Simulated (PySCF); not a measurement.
Radial density of Li (lithium, neutral)

UHF, [He] 2p1, 2P determinant (an excited configuration). All numbers are calculated (PySCF 2.14, the spin-free X2C one-electron Hamiltonian (Gaussian nucleus), in aug-cc-pVQZ-DK).

| r (bohr) | 4πr²ρ (e/bohr) | 4πr²(ρα − ρβ) |
| --- | --- | --- |
| 0.00938 | 0.01443 | 0.0000 |
| 0.0158 | 0.03905 | -0.0001 |
| 0.0265 | 0.1034 | -0.0002 |
| 0.0446 | 0.2622 | -0.0004 |
| 0.0751 | 0.6194 | -0.0010 |
| 0.126 | 1.297 | -0.0019 |
| 0.212 | 2.235 | -0.0027 |
| 0.357 | 2.812 | -0.0017 |
| 0.601 | 2.147 | 0.0050 |
| 1.01 | 0.7550 | 0.0249 |
| 1.70 | 0.1453 | 0.0788 |
| 2.86 | 0.1729 | 0.1723 |
| 4.81 | 0.1782 | 0.1782 |
| 8.09 | 0.04869 | 0.0487 |
| 13.6 | 0.001480 | 0.0015 |

Densities and radii are taken from the X2C orbitals without a picture-change correction, which distorts them close to the nucleus.

Problem. Where is the radial spin density 4πr²(ρα − ρβ) most negative, and why is it negative at all?

Solution. Around r = 0.212 bohr, down to -0.0027 e/bohr: exchange with the open shell polarises the paired shells in an unrestricted calculation.
